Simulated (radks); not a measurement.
Spin polarisation of the 3d8 shell in Ni2+. Start: [Ar] 3d(up 4, down 4); electrons of 3d are moved from spin down to spin up, other shells keep equal spins. All-electron calculation, scalar-relativistic Kohn-Sham, SCAN, spin-polarised, spherical densities, finite nucleus; meta-GGA in the generalised Kohn-Sham scheme; Fermi nuclear charge, rms radius of each element as measured or else 0.836 A^(1/3) + 0.57 fm. Program: a radial shooting solver on a logarithmic mesh with Libxc functionals.

moment (Bohr magnetons),E - E(0) (eV),e(3d up) (eV),e(3d down) (eV),3p down minus up (eV),3s down minus up (eV)
0,0.000,-28.407,-28.407,0.000,0.000
0.5,-0.083,-28.740,-28.056,0.735,0.741
1,-0.327,-29.056,-27.686,1.470,1.482
1.5,-0.756,-29.353,-27.298,2.205,2.224
2,-1.353,-29.631,-26.891,2.941,2.966

At moment 2 the spin-polarisation energy is -1.353 eV and the 3d exchange splitting 2.740 eV, that is 1.370 eV per Bohr magneton; E = -I m^2/4 would give I = 1.353 eV.
